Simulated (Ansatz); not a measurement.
Ansatz (a program for electronic structure) input (CCSD(T)/def2-SVPD):

Ansatz 0.2 input:
```yaml
crystal:
  periodic: [false, false, false]
  atoms:
    - {symbol: In, position_ang: [-0.00000000, -0.00000000, -0.62875443]}
    - {symbol: Cl, position_ang: [0.00000000, 0.00000000, 1.81229218]}
basis:
  gaussian:
    orbitals: def2-SVPD
magnetization: {spin_polarized: false}
correlation: {method: ccsd_t, electrons: outside_noble_gas}
output: {forces: true}
```

End of the output:

```
integrals: 0.03 GiB planned
671 factors; integrals over basis functions are off by at most 2.4e-4 eV
mean field: 0.15 GiB planned
mean field evaluation 1: about -17649.9324 eV, gradient 1.5e1 eV
mean field evaluation 2: about -17649.9631 eV, gradient 1.5e1 eV
mean field evaluation 4: about -17650.9078 eV, gradient 9.2e-1 eV
mean field evaluation 8: about -17650.9193 eV, gradient 2.4e-3 eV
mean field evaluation 16: about -17650.9118 eV, gradient 1.0e0 eV
mean field -17650.91932089 eV, -648.6593208198 hartree, gradient 1.2e-6 eV, S^2 0.000000; 0 other end points of the search recorded, 0 dependent functions left out
14 core orbitals not correlated
reference -17650.91932089 eV, -648.6593208198 hartree; 5, 5 occupied and 40, 40 virtual orbitals, 671 factors
densities: 0.12 GiB planned
second order -5.01234576 eV of doubles, -0.00000000 eV of singles
coupled cluster: 0.10 GiB planned
cycle   1  -5.39333988 eV  change   -3.8e-1 eV  update   6.7e-2
cycle   2  -5.54842542 eV  change   -1.6e-1 eV  update   2.4e-2
cycle   3  -5.57910072 eV  change   -3.1e-2 eV  update   1.1e-2
cycle   4  -5.57662661 eV  change    2.5e-3 eV  update   2.4e-3
cycle   5  -5.57606999 eV  change    5.6e-4 eV  update   8.0e-4
cycle   6  -5.57604184 eV  change    2.8e-5 eV  update   3.0e-4
cycle   7  -5.57602060 eV  change    2.1e-5 eV  update   1.1e-4
cycle   8  -5.57602911 eV  change   -8.5e-6 eV  update   4.5e-5
cycle   9  -5.57603562 eV  change   -6.5e-6 eV  update   1.2e-5
cycle  10  -5.57603331 eV  change    2.3e-6 eV  update   3.2e-6
perturbative correction -0.15395391 eV, -0.0056577020 hartree
the calculation of the forces begins
Total energy: -17656.64930811 eV, -648.8698939664 hartree
Atom 0 at    -0.000000    -0.000000    -0.628754 Å, force     0.000000     0.000000    -0.460720 eV/Å
Atom 1 at     0.000000     0.000000     1.812292 Å, force    -0.000000    -0.000000     0.460720 eV/Å
Dipole moment:    -0.000000    -0.000000    -0.769529 e Å
```
